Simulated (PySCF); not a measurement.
**Telling isomers of C₅H₁₀OSi₃ apart by NMR**

- GFN2-xTB geometry
- σ from GIAO-PBE0/pcSseg-1
- program: PySCF 2.14
- no relativistic terms, no solvent model, averaged over atoms made equivalent by symmetry, fast rotation or ring inversion, one conformer

Referencing at the same level of theory: ¹H and ¹³C against TMS. Where no couplings were computed, multiplicities follow the n + 1 count of equivalent neighbours, and m marks all less simple cases (inequivalent or close neighbours, rings, F or P nearby). Shifts are as computed. Against solution values, carbons near 30 ppm lie about +3 ppm off and those near 130 ppm about +5 ppm. Of 1211 compounds with measured shifts, 218 miss one by over three times the rms of a fit or turn the order of signals round; such compounds aren't used in these exercises.

(1) Tabulate the signals of `C#C[Si](C#C)(O[SiH3])[SiH2]C`, `CC#C[Si@@H]1C=C[SiH2]O[SiH2]1` and their relative energies.

(2) What is the quickest way to tell C#C[Si](C#C)(O[SiH3])[SiH2]C from CC#C[Si@@H]1C=C[SiH2]O[SiH2]1?

Answers

(1) 
```tsv
SMILES	carbon types	δC	δH	E rel. (kcal/mol)
C#C[Si](C#C)(O[SiH3])[SiH2]C	2×C 2×CH 1×CH3	101.8, 90.7, -11.4	5.15 (s, 3H), 4.03 (q, 2H), 2.09 (s, 2H), 0.18 (t, 3H)	33.7
CC#C[Si@@H]1C=C[SiH2]O[SiH2]1	2×C 2×CH 1×CH3	157.1, 155.5, 115.4, 81.4, 6.3	7.66 (m, 1H), 6.92 (m, 1H), 5.77 (m, 1H), 5.75 (m, 1H), 5.26 (m, 1H), 5.26 (m, 1H), 4.73 (m, 1H), 2.08 (s, 3H)	0.0
```

Energies are electronic energies at PBE0/pcSseg-1 on these geometries, without zero-point or thermal terms, each for the one conformer computed, which needn't be the lowest.

(2) Count the carbon signals: 3 against 5. The first has a terminal alkyne carbon (CH) at 101.8 ppm, the second an alkene CH at 157.1 ppm. In the proton spectra the most deshielded non-exchanging signals are 5.15 (s, 3H) and 7.66 (m, 1H).
